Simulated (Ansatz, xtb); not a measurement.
# GeH10Si3: which of two isomers lies lower

We compare X, `[SiH3][GeH]([SiH3])[SiH3]`, a singlet, with Y, `[SiH3][SiH2][GeH2][SiH3]`, a singlet. Both are isolated molecules in the gas phase, relaxed with B3LYP/6-31G*, each in the lowest conformer that the search found.

X (Å):

```yaml
atoms:
  - { symbol: Ge, position_ang: [0.2653, -0.0618, -1.3298] }
  - { symbol: Si, position_ang: [-0.8649, -2.1857, -1.2933] }
  - { symbol: Si, position_ang: [-1.2058, 1.7283, -0.6807] }
  - { symbol: Si, position_ang: [2.2542, -0.1004, 0.0239] }
  - { symbol: H, position_ang: [0.0422, -3.2722, -1.7558] }
  - { symbol: H, position_ang: [-1.3139, -2.5078, 0.0893] }
  - { symbol: H, position_ang: [-2.0610, -2.1606, -2.1798] }
  - { symbol: H, position_ang: [0.7060, 0.2064, -2.7973] }
  - { symbol: H, position_ang: [-2.3973, 1.7795, -1.5723] }
  - { symbol: H, position_ang: [-1.6761, 1.5286, 0.7179] }
  - { symbol: H, position_ang: [-0.5041, 3.0395, -0.7556] }
  - { symbol: H, position_ang: [2.9730, 1.2009, -0.0603] }
  - { symbol: H, position_ang: [3.1767, -1.1787, -0.4271] }
  - { symbol: H, position_ang: [1.9039, -0.3501, 1.4493] }
```

Y (Å):

```xyz
14

Ge   -1.5916    1.4153   -0.1910
Si   -0.5553   -2.2618   -1.2226
Si   -0.6136   -0.6693    0.5087
Si   -1.6674    3.0768    1.5429
H    -1.9332   -2.5488   -1.7085
H     0.0532   -3.5388   -0.7547
H     0.2474   -1.7515   -2.3682
H     0.7718   -0.4145    1.0006
H    -1.3947   -1.2097    1.6595
H    -3.0304    1.1518   -0.7095
H    -0.7895    1.9721   -1.3973
H    -0.2931    3.3778    2.0290
H    -2.4753    2.5857    2.6927
H    -2.2782    4.3381    1.0399
```

Which of the two would you expect CCSD(T)/def2-SVP + ΔMP2/def2-TZVPP electronic energies to favour?

Structure X; the calculation gives E(Y) − E(X) = +19.8 kJ/mol.

The same difference at several levels:

```tsv
level	geometry	E(Y) − E(X) (kJ/mol)	departure from the last row (kJ/mol)	job, with rough time for the two
GFN2-xTB	GFN2-xTB	+46.9	+27.1	optimisation, 0.23 s
HF/STO-3G	GFN2-xTB	+20.9	+1.1	single point, 0.44 s
r2SCAN-D4/def2-SVP	GFN2-xTB	+22.7	+3.0	single point, 2.7 s
B3LYP/6-31G*	B3LYP/6-31G*	+16.9	−2.9	optimisation, 35 s
HF/def2-SVP	B3LYP/6-31G*	+17.4	−2.4	part of the CCSD(T) run
MP2/def2-SVP	B3LYP/6-31G*	+21.1	+1.3	part of the CCSD(T) run
CCSD(T)/def2-SVP	B3LYP/6-31G*	+17.9	−1.9	single point
CCSD(T)/def2-SVP + ΔMP2/def2-TZVPP	B3LYP/6-31G*	+19.8		single point, 29 s
```

As drawn, Y has 1 Si–Si, 1 Ge–H in place of 1 Ge–Si, 1 Si–H.

The levels shown agree on the order. The largest departure from CCSD(T)/def2-SVP + ΔMP2/def2-TZVPP is that of GFN2-xTB, 27.1 kJ/mol. The last row adds to CCSD(T) the change of the MP2 difference between the two basis sets, here +1.9 kJ/mol.

With harmonic frequencies from B3LYP/6-31G* (ideal gas, rigid rotor, one conformer each, 298.15 K, 1 atm): on the last row, ΔE + ΔZPE = +19.2 kJ/mol. A mode under 50 cm⁻¹ makes harmonic enthalpies and free energies unreliable, so none is given.

The correlated steps freeze 24 core orbitals; the filled d shell of Ge is correlated, in a basis made for valence electrons. Programs: Ansatz 0.2.0, xtb 6.7.1; the last row on 2 threads of AMD EPYC 9R45 96-Core Processor (Zen 5) on a shared host.
